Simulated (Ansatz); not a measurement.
```yaml
crystal:
  periodic: [false, false, false]
  atoms:
    - {symbol: O, position_ang: [-1.153964, 0.253702, 0.860611]}
    - {symbol: Ti, position_ang: [0.052224, 0.023465, -0.407895]}
    - {symbol: O, position_ang: [1.465354, -0.806606, 0.269290]}
    - {symbol: F, position_ang: [-0.621044, -0.931074, -1.715970]}
    - {symbol: Cl, position_ang: [0.643521, 1.996727, -1.201241]}
    - {symbol: H, position_ang: [-2.097112, 0.360741, 0.985685]}
    - {symbol: H, position_ang: [1.772223, -0.965056, 1.163819]}
basis:
  gaussian: {orbitals: cc-pVDZ}
hamiltonian: {xc: {name: wB97X-V}}
scf: {lower_state_search: full}
```

```sh
$ ansatz run in.yaml --threads 4 --pin off --events-out ev --progress --plain --max-ram 10444MiB
```

Output, abridged:

```
Functional definition: wB97X-V
1130 factors; integrals over basis functions are off by at most 1.3e-3 eV
265 factors; integrals over basis functions are off by at most 4.5e-5 eV
mean field evaluation 1: about -42470.6036 eV, gradient 7.6e1 eV
mean field evaluation 2: about -42470.6273 eV, gradient 7.6e1 eV
mean field evaluation 4: about -42480.7310 eV, gradient 2.4e1 eV
mean field evaluation 8: about -42481.6776 eV, gradient 4.1e-1 eV
mean field evaluation 16: about -42481.6812 eV, gradient 1.8e-3 eV
mean field evaluation 64: about -42481.6812 eV, gradient 3.8e-3 eV
mean field evaluation 96: about -42481.6812 eV, gradient 2.8e-5 eV
mean field -42481.68121742 eV, -1561.1729896225 hartree, gradient 2.6e-5 eV, S^2 0.000000; 3 other end points of the search recorded, 0 dependent functions left out
reference -42481.68121341 eV, -1561.1729894750 hartree; 33, 33 occupied and 80, 80 virtual orbitals, 1130 factors
Total energy: -42481.68121341 eV, -1561.1729894750 hartree
```

Run time 17 s (4 threads of an Arm Neoverse V1 on a shared host); peak host memory 0.42 GiB.
